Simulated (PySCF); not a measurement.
C₉H₁₀O.
Structure used (GFN2-xTB), in Å, numbered top down from 1:
```
atom  x, y, z in Å
C1     3.1780    1.9415   -0.3567
C2     2.4625    0.8271   -0.5061
C3     1.0874    0.7312   -0.1004
C4     0.2693   -0.3377   -0.2012
C5     0.6512   -1.6700   -0.7747
C6    -1.0959   -0.2412    0.2679
C7    -2.1121   -1.1693    0.2760
C8    -3.2328   -0.5330    0.8509
C9    -2.8292    0.7315    1.1529
O10   -1.5474    0.9184    0.8067
H11    2.7511    2.8297    0.0797
H12    4.2076    2.0045   -0.6630
H13    2.9274   -0.0428   -0.9491
H14    0.6770    1.6330    0.3355
H15    0.5168   -2.4496   -0.0259
H16    1.6837   -1.6820   -1.1049
H17    0.0126   -1.9066   -1.6249
H18   -2.0685   -2.1773   -0.0819
H19   -4.2022   -0.9569    1.0161
H20   -3.3417    1.5603    1.6000
```

Method used: PBE0/pcSseg-1 in PySCF (dipole) on a GFN2-xTB geometry, gas phase.

Take the most abundant isotopes and a rigid rotor. The values belong to one conformer with, in the numbering `[CH2:1]=[CH:2]/[CH:3]=[C:4](\[CH3:5])[c:6]1[cH:7][cH:8][cH:9][o:10]1`, C1–C2–C3–C4 180°, C3–C4–C6–C7 180°.

Give the principal moments of inertia and the rotational constants in cm⁻¹.

Ia = 159.53, Ib = 666.49, Ic = 822.88 u·Å²; 505379 MHz·u·Å²/I gives 3168, 758.3 and 614.2 MHz, that is A = 0.10567, B = 0.02529, C = 0.02049 cm⁻¹.

What kind of rotor is it?

An asymmetric top: κ = (2 × 758.3 − 3168 − 614.2)/(3168 − 614.2) = -0.89.

Is it planar, by Δ = Ic − Ia − Ib?

Not planar: Δ = Ic − Ia − Ib = -3.13 u·Å². For a rigid frame Δ = −2 Σ m c², so Σ m c² = 1.57 u·Å² lies off the ab plane, practically all of it from hydrogen. The atom farthest from that plane is 0.88 Å away.

List the rotational levels J(Ka,Kc) to J = 5 (cm⁻¹).

Above 0(0,0):
J = 1: 1(0,1) 0.0458, 1(1,1) 0.1262, 1(1,0) 0.1310
J = 2: 2(0,2) 0.1371, 2(1,2) 0.2129, 2(1,1) 0.2273, 2(2,1) 0.4685, 2(2,0) 0.4687
J = 3: 3(0,3) 0.2736, 3(1,3) 0.3429, 3(1,2) 0.3717, 3(2,2) 0.6058, 3(2,1) 0.6069, 3(3,1) 1.0199, 3(3,0) 1.0199
J = 4: 4(0,4) 0.4547, 4(1,4) 0.5160, 4(1,3) 0.5640, 4(2,3) 0.7888, 4(2,2) 0.7919, 4(3,2) 1.2034, 4(3,1) 1.2034, 4(4,1) 1.7825, 4(4,0) 1.7825
J = 5: 5(0,5) 0.6795, 5(1,5) 0.7320, 5(1,4) 0.8040, 5(2,4) 1.0172, 5(2,3) 1.0244, 5(3,3) 1.4329, 5(3,2) 1.4331, 5(4,2) 2.0119, 5(4,1) 2.0119, 5(5,1) 2.7565, 5(5,0) 2.7565

Which types of transition are allowed, and where do some lines up to J = 3 fall?

The dipole components are |μa| = 0.72 D, |μb| = 0.74 D, |μc| = 0.00 D; the mirror of this Cs structure is the ab plane, so μc vanishes by symmetry and there are no c-type lines. Intensities carry the squares of the components, which stand as 0.94 : 1.00 (a : b). Some lines, for components of 0.1 D or more:

```
type  branch         J(Ka,Kc)    MHz  lower level (cm⁻¹)
   b       R  2(0,2) ← 1(1,1)    329               0.126
   a       Q  2(1,1) ← 2(1,2)    432               0.213
   a       R  1(0,1) ← 0(0,0)   1372               0.000
   b       R  3(0,3) ← 2(1,2)   1820               0.213
   b       Q  1(1,0) ← 1(0,1)   2554               0.046
   a       R  2(1,2) ← 1(1,1)   2601               0.126
   a       R  2(0,2) ← 1(0,1)   2739               0.046
   b       Q  3(1,2) ← 3(0,3)   2941               0.274
   b       R  1(1,1) ← 0(0,0)   3782               0.000
   a       R  3(1,3) ← 2(1,2)   3897               0.213
   a       R  3(0,3) ← 2(0,2)   4092               0.137
   a       R  3(2,2) ← 2(2,1)   4117               0.468
   a       R  3(2,1) ← 2(2,0)   4142               0.469
   a       R  3(1,2) ← 2(1,1)   4329               0.227
   b       R  2(1,2) ← 1(0,1)   5010               0.046
   b       Q  3(2,1) ← 3(1,2)   7048               0.372
   b       R  2(2,1) ← 1(1,0)  10118               0.131
   b       R  2(2,0) ← 1(1,1)  10269               0.126
   b       R  3(2,2) ← 2(1,1)  11347               0.227
   b       Q  3(3,0) ← 3(2,1)  12382               0.607
   b       Q  3(3,1) ← 3(2,2)  12413               0.606
   b       R  3(3,1) ← 2(2,0)  16524               0.469
   b       R  3(3,0) ← 2(2,1)  16530               0.468
```

Whether it is a minimum is left open (no frequencies). No vibrational averaging or centrifugal distortion is included, and the geometry carries the error of its method. A rigid rotor knows nothing of internal rotation, which can split or shift real lines.
